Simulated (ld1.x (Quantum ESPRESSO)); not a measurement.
## Transferability test, TM potential for Re

* Element: rhenium
* Generator: ld1.x (Quantum ESPRESSO) 7.5
* Type: norm-conserving Troullier–Martins (Kleinman–Bylander form)
* Functional: PBE
* Relativity: scalar-relativistic
* Frozen core: [Kr] 4d10 4f14 5s2
* Valence charge: 13
* Reference configuration: 5p6 5d5 6s2 6p0
* Partial waves: 6s (bound): rc 2.05 bohr; 5d (bound): rc 2.45 bohr; 5p (bound): rc 1.10 bohr
* Local potential: the p channel
* Core correction: a·sin(br)/r model core inside 0.55 bohr

Energies are relative to the spin-unpolarised reference configuration 5p6 5d5 6s2 6p0; without spin polarisation the order of configurations can differ from experiment. Not all tests gave a result: 3 of 7 tests not solved or not reliable. Left out of the table: 5p5 5d5 6s2 6p0 (solver errors, printed error -1268 eV); 5p6 5d4 6s2 6p1 (solver errors, printed error -1333 eV); 5p6 5d6 6s1 6p0 (solver errors, printed error +5.6 eV).

| valence configuration | charge | ΔE all-electron (eV) | error AE − PS (meV) |
| --- | --- | --- | --- |
| 5p6 5d5 6s1 6p0 | +1 | 9.248 | +30 |
| 5p6 5d5 6s0 6p0 | +2 | 25.570 | -29 |

Q: What are ΔE and the potential's error for 5p6 5d4 6s0 6p0?

A: ΔE = 52.698 eV all-electron; the error (AE − PS) is -20 meV.

Q: What are ΔE and the potential's error for 5p6 5d6 6s0 6p0?

A: ΔE = 9.397 eV all-electron; the error (AE − PS) is -41 meV.

Note: ghost state, extra bound levels that the all-electron valence spectrum of the same l lacks: s at -5.3 eV. A true bound ghost makes a file unfit for plane-wave use.
